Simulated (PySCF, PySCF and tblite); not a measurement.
A run on one conformer of C5H9FO2, numbered as in [F:1][CH2:2][C@@H:3]1[CH2:4][CH2:5][O:6][CH2:7][O:8]1, from an ensemble study. The sound level was PBE0/pcSseg-1 on GFN2-xTB geometries.

Input:

```
{"job": {"xc": "PBE0", "basis": "3-21G", "kind": "nmr", "pop": false}, "charge": 0, "multiplicity": 1}
F      2.818189    -0.394893     0.905409
C      2.085340     0.558771     0.248394
C      0.595878     0.251208     0.380589
C      0.196602    -1.036521    -0.347618
C     -1.328468    -1.142176    -0.314370
O     -1.912166     0.042313    -0.825945
C     -1.486910     1.160882    -0.117003
O     -0.103028     1.358587    -0.165613
H      2.396099     0.548859    -0.799761
H      2.317271     1.526338     0.701654
H      0.344731     0.154845     1.452464
H      0.527846    -0.972762    -1.385478
H      0.659037    -1.899404     0.129131
H     -1.690076    -1.954026    -0.946390
H     -1.671958    -1.304958     0.719747
H     -1.943492     2.033382    -0.587968
H     -1.811894     1.081584     0.942849
```

Command: OMP_NUM_THREADS=1 python ens_run.py task.json out

Output:

```
coarse grid: 14272 points
cycle   1  E = -443.1190921623  dE =  1.068e+00  |g| = 7.661e-01  |ddm| = 3.911e+00
cycle   2  E = -443.0469576053  dE =  7.213e-02  |g| = 1.029e+00  |ddm| = 1.673e+00
cycle   3  E = -443.2264906280  dE = -1.795e-01  |g| = 4.562e-02  |ddm| = 9.558e-01
cycle   4  E = -443.2267753973  dE = -2.848e-04  |g| = 3.021e-02  |ddm| = 8.084e-02
cycle   5  E = -443.2269749154  dE = -1.995e-04  |g| = 3.731e-03  |ddm| = 3.594e-02
cycle   6  E = -443.2269770354  dE = -2.120e-06  |g| = 1.759e-03  |ddm| = 5.069e-03
final grid: 138408 points
cycle   7  E = -443.2856121055  dE = -3.397e-05  |g| = 1.023e-02  |ddm| = 2.146e-02
cycle   8  E = -443.2855973950  dE =  1.471e-05  |g| = 1.385e-02  |ddm| = 1.965e-02
cycle   9  E = -443.2856322944  dE = -3.490e-05  |g| = 6.935e-04  |ddm| = 1.170e-02
cycle  10  E = -443.2856324027  dE = -1.084e-07  |g| = 1.501e-04  |ddm| = 9.329e-04
cycle  11  E = -443.2856324060  dE = -3.238e-09  |g| = 8.315e-05  |ddm| = 2.076e-04
cycle  12  E = -443.2856324071  dE = -1.096e-09  |g| = 1.315e-05  |ddm| = 7.998e-05
cycle  13  E = -443.2856324071  dE = -2.740e-11  |g| = 4.830e-06  |ddm| = 1.687e-05
converged SCF energy = -443.2856324071

GIAO shielding tensors (ppm)
atom      isotropic    diamagn.    paramagn.     s11        s22        s33       span
  0 F      456.877     465.378      -8.502    403.238    467.043    500.349     97.111
  1 C      131.558     240.867    -109.309    102.632    119.520    172.522     69.890
  2 C      140.832     237.237     -96.405    121.010    131.270    170.215     49.205
  3 C      180.244     242.405     -62.162    170.584    183.565    186.582     15.999
  4 C      149.515     240.841     -91.327    128.044    137.535    182.964     54.920
  5 O      294.935     393.627     -98.692    229.019    302.577    353.211    124.193
  6 C      123.694     239.001    -115.307    100.315    125.630    145.137     44.822
  7 O      291.419     390.875     -99.456    236.141    295.868    342.247    106.106
  8 H       28.456      27.813       0.643     24.622     29.030     31.716      7.094
  9 H       28.216      27.983       0.233     23.912     28.677     32.059      8.148
 10 H       29.565      28.831       0.734     27.074     28.387     33.235      6.161
 11 H       31.307      29.686       1.621     27.297     30.085     36.540      9.243
 12 H       31.662      30.518       1.144     27.055     30.540     37.391     10.337
 13 H       28.616      29.514      -0.897     23.702     27.366     34.781     11.079
 14 H       29.561      28.396       1.165     24.702     29.242     34.740     10.038
 15 H       27.483      27.906      -0.423     22.631     26.132     33.685     11.054
 16 H       28.286      27.694       0.592     23.023     28.173     33.663     10.640
```

What is wrong with this calculation?

The setting at fault: minimal or split-valence basis without polarisation functions. Self-consistency was reached.
